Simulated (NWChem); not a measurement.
## Dipole moment of FGa

```xyz
2

Ga     0.0000     0.0000    -0.4046
F      0.0000     0.0000     1.3936
```
Charge 0, spin multiplicity 1.

The numbers come from NWChem runs, not from measurements. The geometry was optimised at PBE/def2-SVP, a minimum by its harmonic frequencies.

Basis set: def2-SVPD. The CCSD dipole comes from the Λ equations, without orbital relaxation.

```csv
method,dipole moment (D),difference from CCSD
PBE,2.33,-0.05
PBE0,2.43,+0.05
HF,2.45,+0.07
B3LYP,2.51,+0.13
CCSD,2.38,0.00
```

The values span 0.18 D, from PBE (lowest) to B3LYP (highest). 

The Hamiltonian is non-relativistic. The correlated methods keep 10 core orbitals frozen. B3LYP has NWChem's definition, with VWN1-RPA local correlation. The structure started from a generated list of species. Coupled-cluster values serve here as a point of comparison, not as the truth.
